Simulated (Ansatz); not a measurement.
The cluster Mg4O4⁻. Total charge -1; doublet. Geometry PBE-D4/def2-SVP, that of the neutral singlet.

```xyz
8

Mg   -0.195   -2.091   -0.773
Mg    2.082    0.106   -0.813
Mg   -2.082   -0.106    0.813
Mg    0.195    2.091    0.773
O     1.507   -1.585   -1.266
O     1.818    1.755   -0.032
O    -1.507    1.585    1.266
O    -1.818   -1.754    0.032
```

At PBE-D4/def2-TZVPD, r2SCAN-D4/def2-TZVPD, PBE0-D4/def2-TZVPD the highest occupied level of the charge -1 doublet lies above zero (up to 0.56 eV). By energy differences its removal costs 0.79 eV (vertical, to the charge 0 singlet, at r2SCAN-D4/def2-TZVPD); a positive level beside a positive removal energy at the same level points to self-interaction error. The structure comes from a short search, and lower isomers may exist.

Estimate the α-spin orbital energies around the gap (eV) in Ansatz with PBE-D4/def2-TZVPD, r2SCAN-D4/def2-TZVPD, PBE0-D4/def2-TZVPD.


```csv
orbital,PBE-D4/def2-TZVPD,r2SCAN-D4/def2-TZVPD,PBE0-D4/def2-TZVPD
HOMO−5,-2.00,-2.25,-3.38
HOMO−4,-1.87,-2.12,-3.20
HOMO−3,-1.87,-2.12,-3.20
HOMO−2,-1.74,-2.00,-3.11
HOMO−1,-1.68,-1.93,-3.01
HOMO,0.54,0.56,0.34
LUMO,1.31,1.37,1.76
LUMO+1,1.31,1.37,1.76
LUMO+2,1.81,1.91,2.28
LUMO+3,2.40,2.64,2.75
LUMO+4,2.57,2.80,2.99
LUMO+5,2.83,3.24,3.20
β HOMO,-1.68,-1.97,-3.04
β LUMO,0.89,1.25,1.53
```
